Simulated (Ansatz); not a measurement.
The lowest singlet and triplet of OS (SMILES O=S); geometries from B3LYP-D3(BJ)/def2-TZVP, each state relaxed from the structure named, with no frequency check, low spin by broken symmetry.
Singlet (charge 0, multiplicity 1):
```xyz
2

O      0.00000     0.00000    -0.99301
S      0.00000     0.00000     0.49651
```

A positive gap puts the triplet lower; no zero-point energy. R- takes a restricted singlet, here one determinant of a half-filled degenerate or near-degenerate pair, which mixes singlet states. The triplet is unrestricted in single-reference levels. Active spaces average the two states.

Correlated levels freeze the cores.

Programs: Ansatz (an electronic-structure program) with Gaussian orbitals. 

**Question.** Estimate the gap E(singlet) − E(triplet), vertical, at the singlet's geometry that FIC-MRCISD+Q on SA-CASSCF(12,8)/cc-pV(D+d)Z returns for this input.

**Answer.** 0.81 eV

**Question.** Estimate the gap E(singlet) − E(triplet), vertical, at the singlet's geometry that R-CCSD(T)/cc-pV(T+d)Z returns for this input.

**Answer.** 1.02 eV

**Question.** Predict the gap E(singlet) − E(triplet), vertical, at the singlet's geometry from R-CCSD/cc-pV(D+d)Z.

**Answer.** 1.12 eV

Doubts at one or more of the structures used: a restricted determinant that unrestricted orbitals would lower (R-CCSD/cc-pV(D+d)Z, R-CCSD(T)/cc-pV(T+d)Z).
